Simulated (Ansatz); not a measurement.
Steps of a relaxation of `FC(F)(F)[O][GeH2][Cl]` with RKS PBE0-D4/def2-TZVP.

```sh
$ ansatz run in.yaml --threads 2 --pin off --events-out ev --progress --plain --max-ram 22528MiB --backend cuda --devices 0, --max-vram 18GiB
```

```yaml
crystal:
  periodic: [false, false, false]
  atoms:
    - {symbol: F, position_ang: [0.686550, -0.593570, 1.399080]}
    - {symbol: C, position_ang: [-0.577930, -0.155820, 1.134520]}
    - {symbol: F, position_ang: [-1.010420, 0.406620, 2.261180]}
    - {symbol: F, position_ang: [-1.295050, -1.280710, 0.974570]}
    - {symbol: O, position_ang: [-0.631810, 0.641920, 0.125060]}
    - {symbol: Ge, position_ang: [0.575790, 0.399230, -1.233730]}
    - {symbol: Cl, position_ang: [0.297610, -1.532260, -1.931460]}
    - {symbol: H, position_ang: [0.025230, 1.482390, -2.112790]}
    - {symbol: H, position_ang: [1.930020, 0.632200, -0.616440]}
basis:
  gaussian: {orbitals: def2-TZVP}
hamiltonian: {xc: pbe0, dispersion: d4}
relax: {f_tol: 0.005, max_steps: 150}
```

Positions (Å) and forces (eV/Å) along the path, 10 of 10 steps:

```xyz
9
step=1 energy=-80293.4371 eV
F     0.687   -0.594    1.399    0.133    0.109   -0.074
C    -0.578   -0.156    1.135    0.123   -1.343    1.643
F    -1.010    0.407    2.261   -0.134    0.333   -0.070
F    -1.295   -1.281    0.975   -0.228    0.004   -0.185
O    -0.632    0.642    0.125    0.185    0.617   -1.040
Ge    0.576    0.399   -1.234   -0.428    1.007    0.816
Cl    0.298   -1.532   -1.931   -0.012   -0.844   -0.469
H     0.025    1.482   -2.113   -0.034    0.194   -0.580
H     1.930    0.632   -0.616    0.395   -0.077   -0.041
9
step=2 energy=-80293.5631 eV
F     0.670   -0.615    1.465   -0.161    0.131   -0.098
C    -0.592   -0.176    1.194    0.180   -0.948    0.993
F    -1.037    0.410    2.305   -0.020    0.153   -0.190
F    -1.328   -1.288    1.021    0.015    0.193   -0.104
O    -0.632    0.632    0.170    0.337    0.367   -0.952
Ge    0.554    0.447   -1.219   -0.276    0.180    0.245
Cl    0.344   -1.509   -2.021   -0.016   -0.046   -0.012
H     0.049    1.475   -2.231   -0.022   -0.039    0.103
H     1.972    0.624   -0.684   -0.036    0.009    0.014
9
step=3 energy=-80293.5857 eV
F     0.668   -0.624    1.483   -0.235    0.098   -0.065
C    -0.588   -0.187    1.203    0.113   -0.414    0.396
F    -1.042    0.426    2.295    0.030    0.038   -0.165
F    -1.337   -1.286    1.026    0.093    0.192   -0.034
O    -0.616    0.623    0.160    0.234    0.024   -0.377
Ge    0.558    0.450   -1.225   -0.229    0.045    0.189
Cl    0.346   -1.511   -2.032    0.013    0.049    0.014
H     0.036    1.480   -2.223    0.006   -0.030    0.061
H     1.975    0.629   -0.687   -0.025   -0.001   -0.019
9
step=4 energy=-80293.5965 eV
F     0.659   -0.635    1.505   -0.069    0.005    0.011
C    -0.584   -0.198    1.213    0.010    0.052   -0.044
F    -1.046    0.447    2.280    0.019   -0.012   -0.011
F    -1.344   -1.281    1.034    0.026    0.016    0.010
O    -0.598    0.607    0.153    0.014   -0.077    0.048
Ge    0.555    0.452   -1.223    0.005   -0.017   -0.033
Cl    0.359   -1.505   -2.048    0.001    0.024    0.006
H     0.022    1.484   -2.210    0.003   -0.001    0.021
H     1.978    0.629   -0.703   -0.008    0.009   -0.008
9
step=5 energy=-80293.5972 eV
F     0.654   -0.637    1.514    0.010   -0.010    0.014
C    -0.585   -0.199    1.215   -0.007    0.058   -0.053
F    -1.047    0.453    2.277    0.000    0.004    0.008
F    -1.346   -1.282    1.040   -0.008   -0.013    0.003
O    -0.595    0.599    0.151    0.010   -0.047    0.030
Ge    0.557    0.450   -1.226   -0.007   -0.004   -0.005
Cl    0.361   -1.504   -2.056    0.005    0.014    0.001
H     0.021    1.487   -2.204   -0.005    0.002    0.002
H     1.980    0.633   -0.710    0.003   -0.004    0.000
9
step=6 energy=-80293.5972 eV rejected
F     0.655   -0.634    1.528   -0.007    0.025   -0.032
C    -0.582   -0.198    1.216   -0.040   -0.026    0.047
F    -1.052    0.460    2.272    0.006   -0.007   -0.017
F    -1.340   -1.285    1.046    0.008    0.014    0.004
O    -0.592    0.591    0.148   -0.004   -0.003    0.009
Ge    0.555    0.449   -1.232    0.040   -0.018    0.018
Cl    0.360   -1.499   -2.074    0.000    0.004   -0.001
H     0.019    1.491   -2.203   -0.003    0.010   -0.001
H     1.976    0.625   -0.703   -0.001    0.001   -0.025
9
step=7 energy=-80293.5974 eV
F     0.653   -0.636    1.520    0.006   -0.001    0.001
C    -0.585   -0.199    1.216   -0.007    0.006   -0.001
F    -1.049    0.458    2.274   -0.001   -0.001    0.000
F    -1.346   -1.283    1.045   -0.001    0.002    0.005
O    -0.594    0.593    0.149    0.003   -0.007   -0.001
Ge    0.557    0.449   -1.228    0.000    0.001    0.000
Cl    0.363   -1.501   -2.064    0.001   -0.002   -0.005
H     0.019    1.490   -2.201   -0.001    0.002    0.001
H     1.981    0.629   -0.711    0.000    0.000    0.001
9
step=8 energy=-80293.5975 eV
F     0.655   -0.631    1.524    0.002   -0.003    0.003
C    -0.585   -0.199    1.217    0.002    0.004   -0.004
F    -1.052    0.463    2.272    0.000   -0.001    0.000
F    -1.343   -1.286    1.053    0.001    0.002    0.002
O    -0.596    0.586    0.146   -0.005    0.000   -0.002
Ge    0.558    0.448   -1.229   -0.005   -0.004    0.002
Cl    0.363   -1.498   -2.076    0.001    0.000   -0.002
H     0.021    1.494   -2.198    0.001    0.001    0.001
H     1.981    0.624   -0.709    0.003    0.000    0.000
9
step=9 energy=-80293.5975 eV
F     0.655   -0.627    1.526   -0.003    0.002   -0.002
C    -0.586   -0.198    1.218    0.001   -0.005    0.007
F    -1.053    0.466    2.271    0.001    0.001   -0.001
F    -1.341   -1.288    1.059    0.000   -0.001   -0.002
O    -0.599    0.583    0.144   -0.002   -0.002   -0.004
Ge    0.557    0.446   -1.230    0.009    0.006   -0.006
Cl    0.364   -1.497   -2.085   -0.004    0.001    0.004
H     0.023    1.496   -2.196   -0.003   -0.001    0.000
H     1.980    0.620   -0.708   -0.001   -0.001    0.003
9
step=10 energy=-80293.5976 eV
F     0.656   -0.625    1.526   -0.002    0.001   -0.001
C    -0.585   -0.199    1.218    0.002   -0.002    0.002
F    -1.053    0.466    2.269    0.001    0.001    0.001
F    -1.339   -1.289    1.060    0.000   -0.001   -0.001
O    -0.600    0.581    0.143   -0.001    0.002    0.002
Ge    0.557    0.446   -1.230    0.000   -0.001    0.000
Cl    0.362   -1.496   -2.085    0.001    0.000    0.000
H     0.024    1.497   -2.195    0.001    0.000    0.000
H     1.980    0.618   -0.706   -0.001    0.000   -0.001
```

Run time 25 s (2 threads of an AMD EPYC 7R13 on a shared host and a share of an NVIDIA H100 80 GB); peak host memory 0.95 GiB.
